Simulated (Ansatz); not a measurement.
Geometry optimisation, Ansatz 0.2.0, RHF/6-31G*.

Input file:

```yaml
crystal:
  periodic: [false, false, false]
  atoms:
    - { symbol: B, position_ang: [-0.030065, -0.134571, 0.085726] }
    - { symbol: "N", position_ang: [-0.029568, -0.357965, 1.572305] }
    - { symbol: H, position_ang: [-0.775638, -0.912857, 1.935141] }
    - { symbol: H, position_ang: [0.834769, -0.630091, 1.990835] }
    - { symbol: "N", position_ang: [1.203954, 0.055647, -0.592494] }
    - { symbol: H, position_ang: [2.053102, 0.214958, -0.099022] }
    - { symbol: H, position_ang: [1.24001, 0.390058, -1.529389] }
    - { symbol: "N", position_ang: [-1.260487, -0.225194, -0.620367] }
    - { symbol: H, position_ang: [-2.129502, -0.145359, -0.140797] }
    - { symbol: H, position_ang: [-1.334306, 0.066899, -1.568758] }
    - { symbol: Cl, position_ang: [-0.431535, 2.84231, 0.777855] }
    - { symbol: H, position_ang: [-0.318835, 1.872664, 1.665064] }
basis:
  gaussian: { orbitals: "6-31G*" }
hamiltonian:
  xc: hf
relax:
  f_tol: 0.03
  max_steps: 50
output:
  orbitals: {}
```

Launched with:

```bash
$ ansatz run input.yaml --threads 1 --pin off --max-ram 2048MiB --backend cpu --events-out ev --progress --plain --runs-dir out
```

**Question.** Where does it end, and by what steps?

**Answer.** The forces met the threshold. After 12 steps the energy has fallen by 0.354 eV; Cl11 moved furthest, 1.39 Å.

| step | energy less start (eV) | largest force component (eV/Å) | accepted |
| --- | --- | --- | --- |
| 0 | 0.0000 | 1.420 | yes |
| 1 | -0.1442 | 0.968 | yes |
| 2 | -0.1593 | 1.771 | yes |
| 3 | -0.2438 | 1.175 | yes |
| 4 | -0.3028 | 0.405 | yes |
| 5 | -0.3297 | 0.140 | yes |
| 6 | -0.3459 | 0.121 | yes |
| 7 | -0.3483 | 0.465 | yes |
| 8 | -0.3526 | 0.086 | yes |
| 9 | -0.3520 | 0.092 | no |
| 10 | -0.3534 | 0.051 | yes |
| 11 | -0.3534 | 0.180 | yes |
| 12 | -0.3540 | 0.022 | yes |

```xyz
12
Properties=species:S:1:pos:R:3
B -0.021 -0.178 -0.055
N -0.066 -0.002 1.392
H -0.845 -0.410 1.867
H 0.772 -0.214 1.894
N 1.231 -0.120 -0.723
H 2.078 0.118 -0.261
H 1.313 -0.110 -1.714
N -1.233 -0.392 -0.764
H -2.127 -0.329 -0.333
H -1.281 -0.399 -1.758
Cl -0.486 3.154 2.134
H -0.315 1.919 1.797
```

Whether the end is a true minimum wasn't checked by a vibrational analysis.

Run time: 33 s on 1 thread of Arm Neoverse V1, on a shared host, peak memory 0.18 GiB.
